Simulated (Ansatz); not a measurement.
Consider the ligand exchange at the Si–C bond: `O[SiH2]/C=C/[SiH3]` + `O[SiH](O)O` → `O[SiH2]O[SiH](O)O` + `C=C[SiH3]`.

Calculated with Ansatz (gas phase, PBE0-D4/def2-TZVP geometries, no zero-point term in ΔE). CCSD(T)/CBS adds triple-zeta CCSD(T) − MP2 to the extrapolated MP2 energy (def2 sets, frozen cores). Functionals use def2-TZVPP. One conformer a species, not always the lowest.

CCSD(T)/CBS gives -128.7 kJ/mol.

**Question.** Another level gave -125.8 kJ/mol. Which?
A. PBE0-D4/def2-TZVPP
B. SCS-MP2/def2-TZVPP
C. HF/def2-TZVPP
D. r2SCAN/def2-TZVPP

**Answer.** D. r2SCAN -125.8, SCS-MP2/def2-TZVPP -130.8, PBE0-D4 -119.5, HF/def2-TZVPP -143.3 kJ/mol.

Largest T1 diagnostic among the species: 0.012.

From PBE to PBE0 (25 % exact exchange), in def2-TZVPP and without D4, ΔE moves by −6.5 kJ/mol. In def2-TZVPP, CCSD(T) changes the Hartree–Fock value by +14.9 kJ/mol (the triples alone add +2.4 kJ/mol) and MP2 by +15.1 kJ/mol.
